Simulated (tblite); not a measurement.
Species: C₃H₈Ge₂O₃S.
SMILES with atom numbers: `[O:1]=[S:2](=[O:3])([OH:4])[C@@H:5]1[CH:6]=[C:7]1[GeH2:8][GeH3:9]` (hydrogens: H10 on O4; H11 on C5; H12 on C6; H13, H14 on Ge8; H15, H16, H17 on Ge9)

Computed with GFN2-xTB (tblite), gas phase: L-BFGS steps from a force-field or distance-geometry start until the largest atomic force falls under 0.01 eV/Å.

Step 132: E = -808.8819 eV
```
atom  x, y, z in Å  |  force x, y, z in eV/Å
O1     -0.4208    0.7456    1.3401    0.028  -0.017   0.051
S2     -1.5291    0.6362    0.4267    0.019   0.015  -0.077
O3     -2.2126    1.8367    0.0540   -0.002   0.047  -0.001
O4     -2.6137   -0.3270    1.1478    0.020  -0.018  -0.053
C5     -0.9687   -0.3215   -0.9709   -0.021  -0.011  -0.014
C6     -1.0244   -1.7837   -0.8110    0.007   0.027   0.024
C7      0.1263   -1.2418   -0.5076   -0.013  -0.027  -0.013
Ge8     1.6265   -0.9141    0.6723   -0.014  -0.007   0.021
Ge9     2.2023    1.3851    0.7358    0.015   0.005   0.033
H10    -3.4902    0.0427    1.0275   -0.007  -0.002   0.031
H11    -0.9839    0.2298   -1.8991    0.001  -0.007   0.020
H12    -1.6697   -2.6196   -0.9323    0.026   0.024   0.023
H13     2.6673   -1.9171    0.1689    0.001   0.029  -0.007
H14     1.1401   -1.5202    1.9596    0.020  -0.027  -0.006
H15     1.4944    2.1907   -0.3063   -0.020  -0.011  -0.015
H16     1.9671    1.9864    2.0751   -0.015   0.008   0.004
H17     3.6821    1.6042    0.4592   -0.044  -0.029  -0.020
```

Step 133: E = -808.8827 eV
```
atom  x, y, z in Å  |  force x, y, z in eV/Å
O1     -0.4220    0.7372    1.3441    0.017  -0.017   0.036
S2     -1.5282    0.6338    0.4268    0.025  -0.008  -0.065
O3     -2.2053    1.8376    0.0539   -0.013   0.056   0.007
O4     -2.6190   -0.3282    1.1429    0.048  -0.007  -0.058
C5     -0.9682   -0.3225   -0.9721   -0.020  -0.008  -0.014
C6     -1.0244   -1.7844   -0.8140    0.045   0.046   0.051
C7      0.1266   -1.2433   -0.5089   -0.027  -0.020  -0.021
Ge8     1.6257   -0.9140    0.6729   -0.006  -0.003  -0.010
Ge9     2.2032    1.3846    0.7350   -0.016   0.015   0.053
H10    -3.4922    0.0513    1.0339   -0.023   0.005   0.026
H11    -0.9848    0.2319   -1.8988    0.005  -0.020   0.026
H12    -1.6689   -2.6213   -0.9279    0.007   0.010   0.008
H13     2.6687   -1.9134    0.1660    0.000   0.028  -0.004
H14     1.1425   -1.5220    1.9583    0.012  -0.036   0.015
H15     1.4956    2.1879   -0.3096   -0.016  -0.012  -0.015
H16     1.9618    1.9908    2.0721   -0.013   0.000  -0.006
H17     3.6818    1.6062    0.4649   -0.024  -0.029  -0.029
```

Step 134: E = -808.8836 eV
```
atom  x, y, z in Å  |  force x, y, z in eV/Å
O1     -0.4238    0.7299    1.3473    0.006  -0.017   0.014
S2     -1.5269    0.6331    0.4249    0.021  -0.022  -0.038
O3     -2.1971    1.8406    0.0514   -0.015   0.049   0.018
O4     -2.6240   -0.3280    1.1353    0.067   0.009  -0.061
C5     -0.9688   -0.3240   -0.9734   -0.006  -0.002  -0.014
C6     -1.0257   -1.7851   -0.8119    0.065   0.049   0.066
C7      0.1265   -1.2450   -0.5094   -0.033  -0.002  -0.026
Ge8     1.6270   -0.9148    0.6708    0.002   0.003  -0.035
Ge9     2.2038    1.3838    0.7362   -0.047   0.034   0.070
H10    -3.4944    0.0604    1.0385   -0.034   0.013   0.021
H11    -0.9875    0.2313   -1.8998    0.009  -0.035   0.026
H12    -1.6702   -2.6226   -0.9147   -0.011  -0.002  -0.006
H13     2.6715   -1.9081    0.1555    0.002   0.025  -0.001
H14     1.1504   -1.5284    1.9540    0.005  -0.043   0.033
H15     1.4986    2.1852   -0.3125   -0.008  -0.017  -0.013
H16     1.9509    1.9940    2.0703   -0.008  -0.010  -0.016
H17     3.6826    1.6099    0.4771   -0.013  -0.030  -0.037
```

Problem. Estimate the geometry and energy of step 135. (The exact step hangs on the optimiser's Hessian estimate; all steps are aligned on step 134, rigid shifts and turns removed.)

Solution. E = -808.8848 eV, largest force 0.114 eV/Å
```
atom  x, y, z in Å  |  force x, y, z in eV/Å
O1     -0.4243    0.7241    1.3498   -0.012  -0.018  -0.019
S2     -1.5237    0.6344    0.4211    0.017  -0.037   0.007
O3     -2.1872    1.8455    0.0475   -0.016   0.039   0.026
O4     -2.6266   -0.3268    1.1256    0.076   0.029  -0.064
C5     -0.9687   -0.3258   -0.9753    0.015   0.003  -0.008
C6     -1.0280   -1.7853   -0.8054    0.072   0.045   0.064
C7      0.1266   -1.2471   -0.5102   -0.034   0.024  -0.026
Ge8     1.6288   -0.9170    0.6671    0.011   0.017  -0.046
Ge9     2.2022    1.3823    0.7393   -0.077   0.046   0.071
H10    -3.4949    0.0692    1.0426   -0.034   0.019   0.016
H11    -0.9898    0.2280   -1.9025    0.009  -0.047   0.018
H12    -1.6739   -2.6223   -0.8947   -0.032  -0.019  -0.019
H13     2.6763   -1.9000    0.1404    0.006   0.015   0.001
H14     1.1594   -1.5397    1.9473    0.002  -0.048   0.046
H15     1.5002    2.1819   -0.3136   -0.001  -0.022  -0.015
H16     1.9356    1.9968    2.0683   -0.004  -0.015  -0.007
H17     3.6809    1.6139    0.4924    0.001  -0.032  -0.045
```

The energy changes by -0.0013 eV. The first-order estimate −F·Δx gives -0.0017 eV and the mean of the old and new forces, exact on a quadratic surface, -0.0013 eV. The step makes an angle of 80° with the force vector and moves no atom by more than 0.020 Å.

What follows is the cost of the whole relaxation. Hardware: one thread, Intel Xeon Platinum 8488C (x86_64), no GPU (shared host). Cost: 2.5 s.
